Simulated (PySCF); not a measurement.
**GaO(OH) → GaH + O₂**

Level: PBE0 in the def2-TZVP basis family, all electrons, no relativity, computed in PySCF with density fitting; open shells unrestricted.

```
species                                                                 state and structure       E (Eh)  ZPE (kJ/mol)  H(298 K) − H(0) (kJ/mol)  S° (J/(mol K))
GaO(OH)  singlet, Cs, Ga–O 1.644 Å, Ga–O 1.747 Å, O–H 0.961 Å; Ga–O–H 115.2°, O–Ga–O 176.4°  -2075.54960          40.5                      13.5           272.9
    GaH                                                          singlet, C∞v, Ga–H 1.681 Å  -1925.15821           9.6                       8.7           199.6
     O₂                                                           triplet, D∞h, O–O 1.193 Å   -150.23561          10.3                       8.7           204.9
```

Task: What is the electronic reaction energy?

Result: At PBE0/def2-TZVP, ΔE = 409.0 kJ/mol from the differences of the total energies times 2625.5, uphill. 

Task: Add zero-point, thermal and entropy terms for 298.15 K and 1 bar.

Result: ΔZPE = -20.6 and Δ[H(298) − H(0)] = 3.9 kJ/mol give ΔH° = 392.3 kJ/mol. ΔS° = 131.6 J/(mol K), so ΔG° = 392.3 − 298.15 × (0.1316) = 353 kJ/mol. ΔG° would change sign near 2980 K if ΔH° and ΔS° stayed fixed.

Each species is the lowest minimum found with this bonding; other isomers or fragments can lie lower.
